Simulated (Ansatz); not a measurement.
Mulliken charges of AsH7Si2 (`[SiH3][AsH][SiH3]`) from PBE/def2-TZVPP in Ansatz (PBE0-D4/def2-TZVP geometry).

```tsv
atom	x (Å)	y (Å)	z (Å)	charge (e)
Si1	-1.060	0.881	-1.026	0.117
As2	0.761	-0.616	-1.137	-0.014
Si3	0.754	-1.008	1.191	0.117
H4	-2.288	0.078	-0.791	-0.035
H5	-1.185	1.586	-2.328	-0.041
H6	-0.926	1.887	0.060	-0.034
H7	1.786	0.505	-1.020	0.000
H8	-0.410	-1.881	1.496	-0.035
H9	2.003	-1.721	1.564	-0.040
H10	0.647	0.238	1.995	-0.034
```

**Question.** By hand: the dipole of these point charges (1 e Å = 4.8032 D).

**Answer.** Σ q r = (0.026, -0.012, -0.026) e Å, of length 0.039 e Å = 0.19 D.

**Question.** How does the dipole of the full density compare? (An estimate is asked.)

**Answer.** Ansatz gave: (0.020, 0.056, 0.031) e Å, 0.32 D; the point charges give 0.59 times that, at 112° from its direction.

Point charges leave out the atoms' own dipoles, such as those of lone pairs, and Mulliken's split depends on the basis, so the two needn't agree.
